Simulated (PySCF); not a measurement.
Assigning NMR signals

Atoms are numbered as in `[CH3:1][C:2]#[C:3][C:4]1=[CH:5][CH2:6][Si@H:7]([Cl:8])[CH2:9][CH2:10]1`. Each H is labelled by its parent atom. Ha(C6), Ha(C9), Ha(C10) are cis to Cl8 on the ring; Hb(C6), Hb(C9), Hb(C10) are trans to Cl8 on the ring.

PySCF calculation with NMR shieldings at PBE0/pcSseg-1/GIAO and geometry from GFN2-xTB; no solvent model, no relativistic terms, one conformer, averaged over atoms made equivalent by symmetry, fast rotation or ring inversion.

Referencing at the same level of theory: 13C (186.93 ppm) and 1H (31.72 ppm) vs TMS.

Task: Assign these signals to the numbered atoms. 13C{1H} NMR (computed): δ 138.1 (CH), 135.4 (C), 95.1 (C), 88.4 (C), 31.4 (CH2), 20.6 (CH2), 17.2 (CH2), 5.8 (CH3).

Result: 
```tsv
δ (ppm)	atoms	environment	reason
138.1	C5	alkene CH	as expected for a trigonal carbon in a double bond
135.4	C4	fully substituted alkene carbon	the olefinic region
95.1	C2	alkyne carbon	sp carbons lie upfield of alkene carbons because the cylindrical π system leaves one tensor component strongly shielded
88.4	C3	alkyne carbon	–
31.4	C10	allylic sp3 CH2	saturated and bonded to C and H only
20.6	C6	allylic sp3 CH2 bonded to Si	–
17.2	C9	sp3 CH2 bonded to Si	–
5.8	C1	propargylic methyl carbon	a saturated carbon with 1 carbon neighbour and no heteroatom attached
```

Task: Assign these signals to the numbered atoms. 1H NMR (400 MHz, computed): δ 6.33 (m, 1H), 5.03 (m, 1H), 2.61 (m, 1H), 2.28 (m, 1H), 2.20 (m, 1H), 2.17 (s, 3H), 1.69 (m, 1H), 1.00 (m, 1H), 0.94 (m, 1H).

Result: 
6.33 → H(C5), hydrogen on an alkene CH: attached to an sp2 carbon and in the plane of the double bond
5.03 → H(Si7), hydrogen on a silicon bonded to 2 C, Cl, in a 6-membered ring
2.61 → Hb(C10), hydrogen on an allylic sp3 CH2: allylic position
2.28 → Ha(C10), hydrogen on an allylic sp3 CH2
2.20 → Hb(C6), hydrogen on an allylic sp3 CH2 bonded to Si: allylic position
2.17 → H(C1), hydrogen on a propargylic methyl carbon
1.69 → Ha(C6), hydrogen on an allylic sp3 CH2 bonded to Si: allylic position
1.00 → Hb(C9), hydrogen on an sp3 CH2 bonded to Si
0.94 → Ha(C9), hydrogen on an sp3 CH2 bonded to Si

Ha(C10) and Hb(C6); Hb(C6) and H(C1); Hb(C9) and Ha(C9) lie closer than the usual error of such a calculation, so a measured spectrum could show them in the other order.

Shifts are as computed. Against solution values, carbons near 30 ppm lie about +3 ppm off and those near 130 ppm about +5 ppm. Of 1211 compounds with measured shifts, 218 miss one by over three times the rms of a fit or turn the order of signals round; such compounds aren't used in these exercises. No couplings were computed; multiplicities are counted from neighbouring protons, with m where these are inequivalent, close in shift, in a saturated or five-membered ring or joined by F or P, and br s for small geminal =CH2 splittings.
